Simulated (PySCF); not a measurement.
Si(F)2 anion (F2Si), SMILES F[Si]F (connectivity only; charge and spin as stated), charge -1, multiplicity 2.

Coordinates come from a PBE-D3(BJ)/def2-TZVPD optimisation. The spin state was assumed, not searched. The isomer is the one that the SMILES or the coordinates give; other isomers of the formula were not compared.

Computed with SMD-M06-2X/def2-SVPD in PySCF.

Solvation free energies are E(SMD) − E(gas) at the gas-phase geometry, for 1 M in both phases.

```tsv
solvent	ΔG(solv) (kcal/mol)	its non-electrostatic (CDS) part
water	-56.7	1.7
diethylether	…	…
cyclohexanone	-55.0	0.3
```

What belongs in the gaps? (Estimate from the structure and the level; the computed values follow.)


- diethylether, ΔG(solv) (kcal/mol): -45.6
- diethylether, its non-electrostatic (CDS) part: -0.5
